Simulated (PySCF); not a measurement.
## Cost of excited-state runs on `CC#CC1=C[Se]CCC1`, C8H10Se

Geometry:
```
atom   x (Å)   y (Å)   z (Å)
  C1   4.049  -0.124  -0.324
  C2   2.611   0.021  -0.306
  C3   1.414   0.147  -0.295
  C4   0.007   0.279  -0.258
  C5  -0.593   1.067  -1.160
 Se6  -2.440   1.426  -1.289
  C7  -2.990   0.413   0.308
  C8  -2.142  -0.834   0.478
  C9  -0.694  -0.502   0.823
 H10   4.457   0.080   0.666
 H11   4.318  -1.140  -0.613
 H12   4.485   0.573  -1.039
 H13  -0.015   1.580  -1.917
 H14  -4.043   0.166   0.163
 H15  -2.897   1.078   1.170
 H16  -2.570  -1.443   1.279
 H17  -2.169  -1.423  -0.443
 H18  -0.658   0.074   1.754
 H19  -0.139  -1.428   0.995
```

PySCF with density fitting, on 1 thread of an AMD EPYC, shared host. Command: `OMP_NUM_THREADS=1 python excited_run.py task.json out`

Problem. How long does this run take, and how much memory?
- magnetisability and related constants, PBE0/pcSseg-1; usual settings

Solution. 
| run | level | basis functions | wall time | peak memory (GiB) |
| --- | --- | --- | --- | --- |
| magnetisability and related constants | PBE0/pcSseg-1 | 227 | 2.3 min | 1.1 |

Times from a shared host are rough.
